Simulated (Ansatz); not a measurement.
Ideal-gas functions of `F[SiH](Cl)I` at 400 K and 1 bar, from an Ansatz frequency run at PBE0-D4/def2-TZVP.

Molar mass 210.45 g/mol, point group C1 (symmetry number 1), electronic degeneracy 1, moments of inertia 117.072, 465.855, 557.98 u Å². Harmonic wavenumbers (cm⁻¹, unscaled): 133, 196, 270, 386, 576, 786, 807, 919, 2301.

Use S(trans) = R[1.5 ln M + 2.5 ln T − 1.1517]; rotational temperatures θ = 24.2544 K / I; S(rot) = R[ln(√π/σ · √(T³/θAθBθC)) + 1.5]; for each mode x = 1.438777 ν̃/T, S = R[x/(eˣ − 1) − ln(1 − e⁻ˣ)] and H = RT x/(eˣ − 1); 1 cm⁻¹ = 0.0119627 kJ/mol; R = 8.31446 J/(mol·K).

Q: By hand: the entropy, in J/(mol·K).

A: Translation 181.7. Rotation: θ = 0.2072, 0.0521, 0.0435 K, giving 123.8. Vibration, mode by mode: 14.52, 11.39, 8.88, 6.22, 3.60, 1.99, 1.87, 1.36, 0.02, in all 49.8. Electronic 0.0. Sum 355.3 J/(mol·K).

Q: By hand: H − E and G − E in kJ/mol, counted from the electronic energy.

A: Zero-point energy ½ × 6374 × 0.0119627 = 38.1; thermal vibration 11.0; translation, rotation and pV give 4 RT = 13.3. H − E = 62.4 kJ/mol, and G − E = 62.4 − 400 × 355.3/1000 = -79.7 kJ/mol.

Vibration gives 14 % of the entropy, 14.5 J/(mol·K) of it from the mode under 150 cm⁻¹: soft modes count most, and the harmonic formula is weakest for them. The sum counts one conformer and one mirror image; others add a mixing term.
